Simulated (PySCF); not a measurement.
# Dipole moment and polarisability of `C#CCS[SiH2]C(F)(F)F`

Species: C4H5F3SSi.
Atom-mapped SMILES: `[CH:1]#[C:2][CH2:3][S:4][SiH2:5][C:6]([F:7])([F:8])[F:9]` (hydrogens: H10 on C1; H11, H12 on C3; H13, H14 on Si5)

Geometry (GFN2-xTB, Å), atoms numbered from 1 in this order:
```
atom  x, y, z in Å
C1     2.8762    0.6007   -1.1502
C2     2.3981    0.2366   -0.1145
C3     1.7771   -0.2164    1.0985
S4     0.1080   -0.9549    0.7955
Si5   -0.8700    0.7316   -0.0299
C6    -2.7112    0.1921   -0.3123
F7    -3.0458   -1.0188    0.1608
F8    -3.0198    0.1834   -1.6243
F9    -3.5625    1.0676    0.2599
H10    3.3271    0.9223   -2.0411
H11    1.6579    0.6008    1.8097
H12    2.3589   -1.0192    1.5521
H13   -0.3690    1.1130   -1.3429
H14   -0.9258    1.8408    0.9164
```

Level: CAM-B3LYP/def2-SVPD (PySCF), static field, nuclei fixed, core orbitals frozen in the response. The polarisability tensor in these axes (au):

```
x   109.96   0.84  -4.67
y     0.84  82.52  -8.56
z    -4.67  -8.56  89.33
```

**Question.** Give the principal values, the mean and the anisotropy Δα = √{½[(α1 − α2)² + (α2 − α3)² + (α1 − α3)²]}.

**Answer.** Principal values 76.60, 93.98 and 111.23 au; mean 93.94 au = 13.92 Å³ = 15.49 × 10⁻⁴⁰ C²·m²/J; Δα = 30.00 au (32 % of the mean).

**Question.** What is the dipole moment, and where does it point?

**Answer.** (3.46, 1.31, 0.58) D, 3.75 D in size, pointing from the negative to the positive side. Measured along this direction, the outermost atoms are F7 at the negative end and H10 at the positive end.

**Question.** What depolarisation ratio follows for Rayleigh scattering of linearly polarised light, taking the static tensor?

**Answer.** ρ = 3Δα²/(45ᾱ² + 4Δα²) = 2699.5/(397085 + 3599.4) = 0.00674.

**Question.** In TDDFT the mean static polarisability is Σ f/ω² over all singlet excitations (ω in hartree). How much of it do the 8 lowest give? Their energies (eV) and oscillator strengths: 5.43, 0.0008; 6.10, 0.0259; 6.29, 0.0018; 6.60, 0.0047; 6.61, 0.0248; 6.86, 0.0005; 7.11, 0.0029; 7.27, 0.0367.

**Answer.** They add up to 1.63 au, 1.7 % of the 93.94 au; the largest single term is 0.52 au, from the state at 6.10 eV. Terms in order: 0.02, 0.52, 0.03, 0.08, 0.42, 0.01, 0.04, 0.51 au. Higher excitations give the rest. The strengths listed sum to 0.098.

**Question.** What molar refraction does this α imply?

**Answer.** Lorentz–Lorenz: R = (4π/3)N_A α = 2.5225 cm³/(mol·Å³) × 13.92 Å³ = 35.1 cm³/mol, in the limit of long wavelengths.

The structure is a single GFN2-xTB conformer in the gas phase; no vibrational or solvent corrections. GFN2-xTB frequencies show an imaginary mode (24i cm⁻¹), so this geometry is no minimum at that level.
